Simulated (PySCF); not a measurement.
Predicted microwave data (PBE0/pcSseg-1 in PySCF (dipole) on a GFN2-xTB geometry, gas phase) for one isomer of C6H11N2P:

```
Rotational constants : A = 2547, B = 1040, C = 752.0 MHz
Dipole components    : |μa| = 1.40 D, |μb| = 2.99 D, |μc| = 0.44 D
Inertial defect      : -12.52 u·Å²
κ                    : -0.68
```

Task: Which structure is it? (One computed conformer of each.)
A. `CC(C)(C)c1n[nH]cp1`
B. `[CH3:1][CH:2]([CH3:3])[CH2:4][n:5]1[cH:6][p:7][cH:8][n:9]1` with C1–C2–C4–N5 -172°, C2–C4–N5–C6 -103°
C. `CN(C)c1cn(C)cp1`
D. `[CH3:1][N:2]=[P:3]1([NH:4][CH3:5])[CH:6]=[CH:7][CH:8]=[CH:9]1` with N2–P3–N4–C5 -34°
E. `[CH3:1][N:2]([CH3:3])/[CH:4]=[P:5]/[CH2:6][CH2:7][C:8]#[N:9]` with C4–P5–C6–C7 -82°, P5–C6–C7–C8 -179°
F. `[CH3:1][CH2:2][CH2:3][n:4]1[n:5][cH:6][p:7][c:8]1[CH3:9]` with C1–C2–C3–N4 64°, C2–C3–N4–N5 -95°

Result: C. It is CN(C)c1cn(C)cp1, an asymmetric top, point group C1. The candidates at the same level (rigid rotor, commonest isotopes):

| SMILES | A (MHz) | B (MHz) | C (MHz) | μa (D) | μb (D) | μc (D) | Δ (u·Å²) | point group | rotor |
| --- | --- | --- | --- | --- | --- | --- | --- | --- | --- |
| CC(C)(C)c1n[nH]cp1 | 2459 | 1124 | 926.4 | 1.62 | 1.24 | 0.00 | -109.69 | Cs | asymmetric top |
| CN(C)c1cn(C)cp1 | 2547 | 1040 | 752.0 | 1.40 | 2.99 | 0.44 | -12.52 | C1 | asymmetric top |
| CN(C)/C=P/CCC#N | 3422 | 529.3 | 480.6 | 6.39 | 1.17 | 0.63 | -50.89 | C1 | near-prolate asymmetric top |
| CC(C)Cn1cpcn1 | 3566 | 764.5 | 711.9 | 2.73 | 0.65 | 0.89 | -92.92 | C1 | near-prolate asymmetric top |
| CCCn1ncpc1C | 2314 | 1075 | 850.6 | 2.39 | 2.14 | 0.32 | -94.25 | C1 | asymmetric top |
| CN=P1(NC)C=CC=C1 | 1918 | 1260 | 974.7 | 1.95 | 2.10 | 0.85 | -146.13 | C1 | asymmetric top |

`CC(C)Cn1cpcn1` has A 40 % too high; `CN(C)/C=P/CCC#N` has B 49 % too low; `CCCn1ncpc1C` has C 13 % too high; `CN=P1(NC)C=CC=C1` has C 30 % too high; `CC(C)(C)c1n[nH]cp1` has C 23 % too high. No structure here is proved a minimum.
